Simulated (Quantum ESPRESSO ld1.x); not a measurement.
Mo VIII, 35 electrons, occupied as [Ar] 3d10 4s2 4p5 (the NIST ground configuration). Method: scalar-relativistic Kohn-Sham, LDA (Slater exchange, Perdew-Zunger correlation), spin-polarised, spherical densities, point nucleus; open shells are filled with parallel spins first; computed with ld1.x of Quantum ESPRESSO 7.5.

Unscreened Slater integrals over Kohn-Sham orbitals (cm^-1). They are taken over the spin-up orbitals.

integral,value
"F0(4p,4p)",174920
"F2(4p,4p)",92862
"F0(4p,4s)",181060
"G1(4p,4s)",123760
"F0(4p,3d)",224600
"F2(4p,3d)",55246
"G1(4p,3d)",18252
"G3(4p,3d)",17699
"F0(4p,3p)",223460
"F2(4p,3p)",56916
"G0(4p,3p)",14904
"G2(4p,3p)",17760
"F0(4s,4s)",188070
"F0(4s,3d)",238280
"G2(4s,3d)",20716
"F0(4s,3p)",237030
"G1(4s,3p)",19864
"F0(3d,3d)",483390
"F2(3d,3d)",238110
"F4(3d,3d)",151270
"F0(3d,3p)",467870
"F2(3d,3p)",226010
"G1(3d,3p)",264360
"G3(3d,3p)",167800
"F0(3p,3p)",459700
"F2(3p,3p)",231270

Derived for the open shells (J is the average intra-shell exchange parameter used in DFT+U). 4p: J = F2/5 = 18570 cm^-1.
